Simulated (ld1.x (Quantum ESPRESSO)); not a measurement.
An all-electron radial function and its pseudo partner (vanadium (V))

Columns: radius, all-electron u(r) and pseudo u(r) of the 3p shell (level -44.33 eV) of vanadium in the configuration [Ne] 3s2 3p6 3d3 4s1.75 4p0.25; LDA (PZ), scalar-relativistic, TM scheme, ld1.x (Quantum ESPRESSO) 7.5.

| r (bohr) | all-electron | pseudo |
| --- | --- | --- |
| 0.075 | 0.3281 | -0.0227 |
| 0.150 | 0.5487 | -0.0889 |
| 0.225 | 0.4650 | -0.1923 |
| 0.300 | 0.2031 | -0.3235 |
| 0.375 | -0.1151 | -0.4705 |
| 0.450 | -0.4156 | -0.6200 |
| 0.525 | -0.6634 | -0.7594 |
| 0.600 | -0.8475 | -0.8778 |
| 0.675 | -0.9698 | -0.9678 |
| 0.750 | -1.0388 | -1.0257 |
| 0.825 | -1.0648 | -1.0515 |
| 0.900 | -1.0579 | -1.0487 |
| 0.975 | -1.0273 | -1.0222 |
| 1.050 | -0.9804 | -0.9782 |
| 1.125 | -0.9231 | -0.9224 |
| 1.200 | -0.8599 | -0.8598 |
| 1.275 | -0.7942 | -0.7942 |
| 1.350 | -0.7284 | -0.7284 |
| 1.425 | -0.6642 | -0.6642 |
| 1.500 | -0.6028 | -0.6028 |
| 1.575 | -0.5448 | -0.5448 |
| 1.650 | -0.4907 | -0.4907 |
| 1.725 | -0.4407 | -0.4407 |
| 1.800 | -0.3948 | -0.3948 |
| 1.875 | -0.3529 | -0.3529 |
| 1.950 | -0.3149 | -0.3149 |

**Question.** How many radial nodes do the two functions have?

**Answer.** The all-electron 3p function has n − l − 1 = 1; the pseudo-wave has 0, since the states of the same l below it are removed with the core.

**Question.** At about which radius was the pseudo-wave matched?

**Answer.** 1.50 bohr. The columns agree to 0.0005 from 1.20 bohr on; several derivatives are matched, so the curves merge somewhat inside the radius.

**Question.** Where does each function peak?

**Answer.** Outermost all-electron maximum near 0.82 bohr, pseudo maximum near 0.82 bohr (to the table’s step).

**Question.** Is the pseudo-wave norm-conserving?

**Answer.** Yes: the TM scheme keeps the norm inside the radius equal to the all-electron one, which fixes the energy derivative of the logarithmic derivative at the level.
